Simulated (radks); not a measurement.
Computed order of ionisation of iron. At each step one electron was removed from each of the four highest sub-shells of the ion before, moves of one valence electron (up to charge 6) and the configuration listed by NIST were tried, and the lowest configuration was kept. Level of theory: scalar-relativistic Kohn-Sham, r2SCAN, spin-polarised, spherical densities, finite nucleus; meta-GGA in the generalised Kohn-Sham scheme; Fermi nuclear charge, rms radius of each element as measured or else 0.836 A^(1/3) + 0.57 fm (a radial shooting solver on a logarithmic mesh with Libxc functionals). Open shells are filled with parallel spins first.

species	lowest configuration found	NIST configuration	margin to the next tried (eV)	IE (eV)	NIST IE (eV)	kind
Fe	[Ar] 3d6 4s2	same	1.023	7.652	7.902	exp.
Fe+	[Ar] 3d6 4s1	same	2.848	16.709	16.199	exp.
Fe2+	[Ar] 3d6	same	2.592	29.966	30.65	exp.
Fe3+	[Ar] 3d5	same	16.243	55.570	54.91	exp.
Fe4+	[Ar] 3d4	same	24.184	76.678	75.0	semi-emp.
Fe5+	[Ar] 3d3	same	32.920	99.674	98.99	exp.
Fe6+	[Ar] 3d2	same	42.334	124.34	124.97	exp.
Fe7+	[Ar] 3d1	same	53.252	150.49	151.06	exp.
Fe8+	[Ar]	same	55.179	235.24	233.6	semi-emp.
Fe9+	[Ne] 3s2 3p5	same	37.393	262.48	262.1	semi-emp.
Fe10+	[Ne] 3s2 3p4	same	37.451	289.66	290.9	semi-emp.
Fe11+	[Ne] 3s2 3p3	same	37.252	330.13	331	semi-emp.
Fe12+	[Ne] 3s2 3p2	same	21.705	360.13	361	semi-emp.
Fe13+	[Ne] 3s2 3p1	same	24.940	389.99	392	semi-emp.

Reference values: NIST Atomic Spectra Database (exp. = measured, semi-emp. = semi-empirical, theory = theoretical value adopted there). Open shells are spherical and high-spin; term and fine-structure splittings are not resolved.
